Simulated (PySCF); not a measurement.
bicarbonate (CHO3), SMILES O=C([O-])O, charge -1. The structure is a stationary point at PBE-D3(BJ)/def2-SVPD. One conformer was computed; it need not be the lowest.

Problem. Give the equilibrium geometry at PBE-D3(BJ)/def2-SVPD (PySCF confirms it by a frequency run) as a Z-matrix, and its point group. (An estimate is asked for; the answer gives what the named calculation found.)

Solution. This is not unique; one that fits is point group Cs.
```
C
O 1 1.2450
O 1 1.2612 2 132.45
O 1 1.4582 2 114.10 3 180.00
H 4 0.9751 1 101.46 2 180.00
```
Charge -1, spin multiplicity 1.
